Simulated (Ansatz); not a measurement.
Cu₄N₄Cl₄H₁₂⁺ (relaxed from a model of [CuCl(NH3)]4 cubane, whose bonding it doesn't keep). Charge 1, multiplicity 2. Geometry PBE-D4/def2-SVP, that of the neutral singlet; atoms count from 1.

```
atom   x (Å)   y (Å)   z (Å)
 Cu1   1.153  -0.268   1.079
  N2   1.122   1.039   2.630
 Cl3   1.327  -2.446   0.553
 Cu4   0.094  -1.053  -1.201
  N5   1.850  -0.960  -2.217
 Cl6   2.364   1.546  -0.264
 Cu7   0.150   1.462  -0.637
  N8  -1.284   1.892  -2.011
 Cl9  -1.557   2.066   1.168
Cu10  -1.402  -0.141   0.762
 N11  -1.687  -1.971   1.597
Cl12  -2.136  -1.167  -1.458
 H13   1.892   1.706   2.474
 H14   0.237   1.568   2.500
 H15   1.167   0.717   3.605
 H16   2.413  -1.765  -1.907
 H17   2.316  -0.109  -1.845
 H18   1.876  -0.923  -3.244
 H19  -1.044   2.277  -2.934
 H20  -1.950   2.534  -1.557
 H21  -1.783   0.992  -2.150
 H22  -0.770  -2.446   1.487
 H23  -2.355  -2.473   0.994
 H24  -1.993  -2.075   2.573
```

An occupied level of the charge 1 doublet lies above an empty one (by up to 0.04 eV), so this SCF solution is probably not the lowest. The gap within one spin of the charge 1 doublet nearly closes, so an electron or hole may be smeared out by delocalisation error.

**Question.** Estimate the Mulliken populations from the PBE/def2-SVP orbitals of Ansatz.

**Answer.** 
```csv
atom,charge (e),spin (α − β),d electrons
Cu1,0.18,0.18,9.58
N2,-0.17,0.03,–
Cl3,-0.20,0.09,–
Cu4,0.17,0.17,9.58
N5,-0.17,0.03,–
Cl6,-0.23,0.01,–
Cu7,0.17,0.17,9.58
N8,-0.17,0.03,–
Cl9,-0.20,0.09,–
Cu10,0.18,0.18,9.58
N11,-0.17,0.03,–
Cl12,-0.23,0.01,–
H13,0.16,0.00,–
H14,0.13,0.00,–
H15,0.16,0.00,–
H16,0.16,0.00,–
H17,0.13,0.00,–
H18,0.17,0.00,–
H19,0.16,0.00,–
H20,0.16,0.00,–
H21,0.13,0.00,–
H22,0.13,0.00,–
H23,0.16,0.00,–
H24,0.16,0.00,–
```
Mulliken values and Mayer orders depend strongly on the basis.

**Question.** Where does the spin sit?

**Answer.** Summed by element: Cu 0.70, N 0.12, Cl 0.19, H -0.01, of 1 unpaired in all. Largest on single atoms: Cu10 0.18, Cu1 0.18, Cu7 0.17.

**Question.** And the Mayer bond orders between bonded heavy atoms (over 0.3)?

**Answer.** Cu1–N2 0.56 (2.03 Å); Cu1–Cl3 0.67 (2.25 Å); Cu1–Cl6 0.35 (2.56 Å); Cu1–Cu10 0.33 (2.58 Å); Cl3–Cu4 0.35 (2.56 Å); Cu4–N5 0.56 (2.03 Å); Cu4–Cu7 0.34 (2.58 Å); Cu4–Cl12 0.67 (2.25 Å); Cl6–Cu7 0.67 (2.25 Å); Cu7–N8 0.56 (2.03 Å); Cu7–Cl9 0.35 (2.56 Å); Cl9–Cu10 0.67 (2.25 Å); Cu10–N11 0.56 (2.03 Å); Cu10–Cl12 0.35 (2.55 Å).
